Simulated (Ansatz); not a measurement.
`[AlH2][CH2]Cl` + `CI` → `ClCCI` + `[AlH3]`  (formal exchange of groups at a C–Al bond)

Computed with Ansatz on PBE0-D4/def2-TZVP structures; ΔE is electronic, products minus reactants. CBS: MP2 limit from def2 TZ/QZ plus the TZ coupled-cluster correction, frozen cores. This one scheme is used for every species. DFT in def2-TZVPP. B3LYP here is the variant with VWN-RPA as its local correlation; programs differ in this. Elements past krypton have def2 core potentials. For I outer-core shells are correlated without core-valence functions, which leaves a few kJ/mol of doubt a bond. Each species was taken in one conformer, which may not be the lowest.

| level | ΔE (kcal/mol) | difference from CCSD(T)/CBS |
| --- | --- | --- |
| PBE-D4 | 5.8 | 0.6 |
| r2SCAN-D4 | 6.0 | 0.8 |
| PBE0-D4 | 5.7 | 0.5 |
| B3LYP-D4 | 5.8 | 0.6 |
| B2PLYP | 6.0 | 0.8 |
| r2SCAN | 6.2 | 1.0 |
| CCSD/def2-TZVPP | 5.0 | -0.2 |
| CCSD(T)/def2-TZVPP | 4.7 | -0.5 |
| HF/def2-QZVPP | 5.7 | 0.5 |
| MP2/CBS(def2) | 4.6 | -0.6 |
| CCSD(T)/CBS | 5.2 | 0 |

Largest T1 diagnostic among the species: 0.009.

In def2-TZVPP, CCSD(T) changes the Hartree–Fock value by −0.8 kcal/mol (the triples alone add −0.3 kcal/mol) and MP2 by −1.4 kcal/mol. The D4 term adds −1.2 kcal/mol with B3LYP and −0.7 kcal/mol with PBE0; it sums over pairs of atoms, weighted by their polarisabilities, and B3LYP, whose exchange is more repulsive, gets the larger term.
